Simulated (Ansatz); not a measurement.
Job for Ansatz (an electronic-structure program): R-wB97M-V/def2-TZVPPD on C3H5NO (a complex), monomers drawn apart or pushed together. Files ending in .json are basis or fitting sets from the Basis Set Exchange.

Ansatz 0.2 input:
```yaml
crystal:
  periodic: [false, false, false]
  atoms:
    - {symbol: C, position_ang: [-0.46930834, -0.45528439, 0.16497162]}
    - {symbol: O, position_ang: [0.66485995, -0.05572211, 0.13568639]}
    - {symbol: H, position_ang: [-0.71021650, -1.52942070, 0.25603581]}
    - {symbol: H, position_ang: [-1.33382768, 0.22935422, 0.10211369]}
    - {symbol: C, position_ang: [1.18975228, 0.48927151, 4.33754577]}
    - {symbol: C, position_ang: [-0.17500859, 0.00138239, 4.25223491]}
    - {symbol: N, position_ang: [-1.25181701, -0.38722306, 4.14203212]}
    - {symbol: H, position_ang: [1.21004637, 1.47677911, 4.79870896]}
    - {symbol: H, position_ang: [1.79842449, -0.19252404, 4.93162346]}
    - {symbol: H, position_ang: [1.60336160, 0.55460310, 3.32960824]}
basis:
  gaussian:
    orbitals: def2-TZVPPD.json
hamiltonian:
  xc: {name: wB97M-V}
scf: {lower_state_search: off}
```

The head of its log:

```
WARN ansatz: RAYON_NUM_THREADS=2 ignored (pool sized by the plan → 2); use --threads N
Functional definition: wB97M-V
these checks for a lower state are left out or cut short: stability, starts, cluster_reference, orbital_swaps, neighbouring_geometries, increment
integrals: 0.22 GiB planned
1180 factors; their error is unknown
integrals: 0.26 GiB planned
362 factors; integrals over basis functions are off by at most 2.8e-5 eV
mean field: 2.00 GiB planned
mean field evaluation 1: about -6722.3700 eV, gradient 5.7e1 eV
mean field evaluation 2: about -6720.7024 eV, gradient 6.8e1 eV
```

Task: What total energy does the run end on?

Result: -247.2665 hartree.
